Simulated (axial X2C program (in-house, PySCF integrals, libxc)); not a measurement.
**Worked dissociation energy of SeS⁺: PBE0, spin-free**

Calculated with an in-house all-electron X2C program for linear molecules (integrals from PySCF). Spin-free means the one-electron spin-free X2C Hamiltonian. Basis: Se dyall-cv3z [8s9p6d4f1g], S dyall-av3z [9s8p3d2f] (cores contracted in-house); Gaussian nuclei, density fitting, unrestricted open shells. Masses: Se 79.917 u, S 31.972 u.

Molecular state: M_S = 1/2, Λ = 1 (beyond evenly filled blocks: π+α).

| Item | Value |
| --- | --- |
| E(Se+) (2M_S = 3, M_L = 0) | -2429.259503 hartree |
| E(S) (2M_S = 2, M_L = 0) | -399.078167 hartree |
| E(SeS⁺) at Re | -2828.496133 hartree |
| ωe | 654.1 cm⁻¹ |
| ωexe | 1.65 cm⁻¹ |

Q: Work out De and D0.

A: De = -2429.259503 + (-399.078167) − (-2828.496133) = 0.15846 hartree = 4.312 eV. The zero-point energy is ωe/2 − ωexe/4 = 327 cm⁻¹ = 0.040 eV, so D0 = 4.272 eV.

One determinant describes the state; a PBE0 search over occupations chose it and may have missed a lower one. Dissociation energies refer to the lowest single-determinant-based atoms at the same level and basis. The functionals have no current-density term, which raises determinants with orbital currents, atoms included.

Each atomic determinant is the lowest at this level and need not be a pure term. Totals compare only within one Hamiltonian and basis.
